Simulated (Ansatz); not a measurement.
Basis-set series for C$_{3}$H$_{10}$AlB (`CCC[BH][AlH2]`). Charge 0, multiplicity 1. All single points use the PBE0-D4/def2-TZVP geometry. It is one conformer, not always the lowest.

| functional | basis | functions | energy (Eh) | HOMO (eV) | LUMO (eV) |
| --- | --- | --- | --- | --- | --- |
| PBE0-D4 | def2-SVP | 124 | -387.08720 | -6.98 | -1.64 |
| PBE0-D4 | def2-QZVPP | 598 | -387.34173 | -6.99 | -1.71 |
| ωB97M-V | def2-SVP | 124 | -387.25723 | -9.08 | 0.28 |
| ωB97M-V | def2-QZVPP | 598 | -387.52296 | -9.12 | 0.03 |

(1) Give the rows for def2-TZVPP. (Estimate.)

## Answers

(1) Ansatz gave: 
```json
{"functional": "PBE0-D4", "basis": "def2-TZVPP", "functions": "306", "energy (Eh)": "-387.32577", "HOMO (eV)": "-6.99", "LUMO (eV)": "-1.69"}
{"functional": "ωB97M-V", "basis": "def2-TZVPP", "functions": "306", "energy (Eh)": "-387.50725", "HOMO (eV)": "-9.12", "LUMO (eV)": "0.17"}
```

Positive LUMOs are unbound and depend on the basis.
